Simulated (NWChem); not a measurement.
System: SiNH4OF; SMILES N[Si@H](O)F

Here is an NWChem input.

```
start job
memory heap 200 mb stack 900 mb global 1100 mb
geometry units angstroms noautosym nocenter noautoz
  N     -0.528655    -1.469999    -0.283287
  Si    -0.081823     0.027748     0.371622
  O     -0.960531     1.186993    -0.410545
  F      1.478966     0.442207     0.139150
  H     -0.686533    -1.605069    -1.274348
  H     -0.412954    -2.339143     0.220994
  H     -0.252053    -0.016066     1.842590
  H     -0.533931     2.044241    -0.499203
end
basis spherical
  * library 6-31g*
end
dft
  xc xpbe96 cpbe96
  iterations 150
end
cosmo
  do_cosmo_smd true
  solvent etoac
end
task dft energy
```

Geometry: optimised at PBE0/def2-SVP. Solvent: ethyl acetate.

Level: PBE/6-31G* with SMD (1 M gas to 1 M solution), gas-phase geometry. Reactions with the solvent are ignored.

Predict the main results of this run. (PBE/6-31G* (spherical d), SMD on the gas-phase geometry.) Quantities: solvation free energy (kcal/mol); cavity-dispersion-structure term (kcal/mol); dipole in solution (D).


| Quantity | Value |
|---|---|
| solvation free energy (kcal/mol) | -5.4 |
| cavity-dispersion-structure term (kcal/mol) | 0.2 |
| dipole in solution (D) | 1.08 |
